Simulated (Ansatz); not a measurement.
`C=CN[SiH3]`. Total charge 0; spin multiplicity 1.

Z-matrix (Å, degrees):
```
Si
N 1 1.728
H 1 1.490 2 113.8
H 1 1.484 2 106.8 3 -119.9
H 1 1.485 2 108.6 3 120.0
C 2 1.382 1 125.6 3 -76.4
H 2 1.009 1 119.2 3 93.7
C 6 1.332 2 126.7 1 170.7
H 6 1.088 2 113.8 1 -10.2
H 8 1.085 6 122.0 2 -1.1
H 8 1.080 6 120.2 2 178.5
```

List the harmonic frequencies (cm⁻¹, unscaled) at PBE0-D4/def2-TZVP in Ansatz. (An estimate is asked.)

Computed: 69, 98, 206, 434, 488, 679, 694, 704, 827, 835, 917, 963, 978, 1003, 1024, 1242, 1340, 1356, 1467, 1717, 2201, 2230, 2243, 3159, 3167, 3268, 3615.

Is this a minimum?

Yes, all 27 modes are real.

Give the ideal-gas thermochemistry at 298.15 K and 1 bar (rigid rotor, harmonic oscillator; point group C1, symmetry number 1).

Zero-point energy 220.8 kJ/mol; H(298) − E = 239.5 kJ/mol; entropy 321.9 J/(mol·K), of which translation 162.4, rotation 104.2, vibration 55.3; G(298) − E = 143.5 kJ/mol. Modes under 100 cm⁻¹ are hindered rotations or soft bends, so the harmonic entropy is rough.
